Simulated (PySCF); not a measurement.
# Electronic structure of Ar (argon, neutral) at the M06-L level

Configuration: [Ar], closed-shell 1S. Computed with PySCF 2.14 in cc-pVDZ-DK (4s3p1d, 18 functions), with the spin-free X2C one-electron Hamiltonian (Gaussian nucleus).

* Total energy: -529.3319 hartree
* One-electron energy: -730.8284 hartree
* Hartree (Coulomb) energy: 232.5763 hartree
* Exchange-correlation energy: -31.0797 hartree
* ⟨S²⟩: 0.0000
* ⟨L²⟩: 0.000
* Sum of ⟨r⟩: 15.98 bohr
* Sum of ⟨r²⟩: 25.61 bohr²
* Langevin diamagnetic susceptibility: -20.3 ×10⁻⁶ cm³/mol
* Time after the integrals: 0.21 s of wall time on 1 thread of Neoverse-V1 (shared host)

| shell | electrons | mean orbital energy (eV) | rms radius, mean of both spins (bohr) |
| --- | --- | --- | --- |
| 1s | 2 | -3133.3 | 0.0992 |
| 2s | 2 | -303.71 | 0.448 |
| 2p | 6 | -233.41 | 0.419 |
| 3s | 2 | -25.586 | 1.52 |
| 3p | 6 | -10.655 | 1.80 |

Densities and radii are taken from the X2C orbitals without a picture-change correction, which distorts them close to the nucleus.
